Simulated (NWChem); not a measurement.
CH4BrGa; SMILES [CH3][GaH][Br]

This build's default masses of Se (78.918 u) and Br (79.917 u) are each other's, which moves their modes by up to 0.6 %.

Give the equilibrium geometry at PBE0/def2-SVP (NWChem) as an XYZ file, with the point group.

point group C1; any orientation.
```
7

Ga    -0.4008     0.8926    -0.0043
H     -1.9434     1.1471     0.0176
Br     0.1780    -1.3437     0.0049
C      1.0808     2.1668    -0.0126
H      1.9334     1.7684    -0.5809
H      1.4153     2.3304     1.0250
H      0.7775     3.1375    -0.4311
```
